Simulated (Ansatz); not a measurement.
ClH$_{3}$HfO$_{2}$S (`[OH][Hf]([OH])([SH])[Cl]`). Charge 0, multiplicity 1. Hf takes the def2 core potential.

```csv
atom,x (Å),y (Å),z (Å)
O1,0.2611,1.6416,0.4309
Hf2,-0.0814,-0.2198,0.2426
O3,-1.8410,-0.6307,-0.3393
S4,1.4027,-1.0984,-1.5029
Cl5,0.3484,-1.2672,2.3176
H6,0.2435,2.5914,0.4878
H7,-2.7629,-0.6711,-0.5729
H8,2.4295,-0.3457,-1.0638
```

Problem. What are the harmonic wavenumbers in cm⁻¹ at PBE0-D4/def2-TZVP (Ansatz, finite differences of forces, unscaled)? (An estimate is asked.)

Solution. Computed: 91, 105, 119, 141, 161, 173, 178, 259, 278, 323, 349, 367, 523, 706, 727, 2692, 4012, 4016.

Problem. Is this a minimum?

Solution. Yes, all 18 modes are real.

Problem. Give the ideal-gas thermochemistry at 298.15 K and 1 bar (rigid rotor, harmonic oscillator; point group C1, symmetry number 1).

Solution. Zero-point energy 91.0 kJ/mol; H(298) − E = 119.6 kJ/mol; entropy 418.1 J/(mol·K), of which translation 179.2, rotation 121.1, vibration 117.8; G(298) − E = -5.1 kJ/mol. Modes under 100 cm⁻¹ are hindered rotations or soft bends, so the harmonic entropy is rough.
